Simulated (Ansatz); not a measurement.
Geometry optimisation, Ansatz, RKS PBE0-D4/def2-SVP.

The input (input.yaml):

```yaml
crystal:
  periodic: [false, false, false]
  atoms:
    - { symbol: "N", position_ang: [0.0385, -2.0569, 1.2658] }
    - { symbol: B, position_ang: [0.345, -0.5414, 1.1346] }
    - { symbol: F, position_ang: [-0.24316, 0.18415, 0.06553] }
    - { symbol: Al, position_ang: [1.48106, 0.50336, 2.48674] }
    - { symbol: B, position_ang: [1.93973, 2.37649, 3.44193] }
    - { symbol: S, position_ang: [2.4646, 0.78823, 4.35556] }
    - { symbol: H, position_ang: [0.2973, -2.4689, 0.3625] }
    - { symbol: H, position_ang: [-1.0122, -2.0551, 1.312] }
    - { symbol: H, position_ang: [1.38656, 3.42986, 3.37651] }
basis:
  gaussian: { orbitals: def2-SVP }
hamiltonian:
  xc: pbe0
  dispersion: d4
relax:
  f_tol: 0.015
  max_steps: 40
```

Launched with:

```bash
$ ansatz run input.yaml --threads 2 --pin off --max-ram 3072MiB --backend cpu --events-out ev --progress --plain --runs-dir out
```

Where does it end, and by what steps?

The run converged. The force dipped under the threshold on the way, but the program's further checks kept it going. After 35 steps the energy has fallen by 2.637 eV; H7 moved furthest, 1.63 Å.

```csv
step,energy less start (eV),largest force component (eV/Å),accepted
0,0.0000,3.492,yes
2,-1.3117,0.770,yes
4,-1.4982,0.645,yes
6,-1.5344,0.639,yes
8,-1.6240,0.267,yes
10,-1.8268,1.066,yes
12,-2.2492,1.286,yes
14,-2.5753,0.320,yes
16,-2.6137,0.110,yes
18,-2.6185,0.155,yes
20,-2.6228,0.113,yes
22,-2.6278,0.168,yes
24,-2.6319,0.186,yes
26,-2.6348,0.049,yes
28,-2.6355,0.194,no
30,-2.6364,0.072,yes
32,-2.6363,0.063,no
34,-2.6367,0.009,yes
35,-2.6367,0.013,yes
```

```xyz
9
Properties=species:S:1:pos:R:3
N 0.112 -1.761 1.132
B -0.046 -0.406 0.858
F -0.781 -0.050 -0.205
Al 0.873 1.051 2.127
B 1.835 2.210 3.468
S 2.117 0.504 3.937
H 0.651 -2.105 1.916
H -0.307 -2.485 0.556
H 2.243 3.201 4.013
```

Whether the end is a true minimum wasn't checked by a vibrational analysis.

The run took 2.5 min on 2 threads of Intel(R) Xeon(R) Platinum 8375C CPU @ 2.90GHz (Ice Lake), with other jobs on the host, peak memory 0.25 GiB.
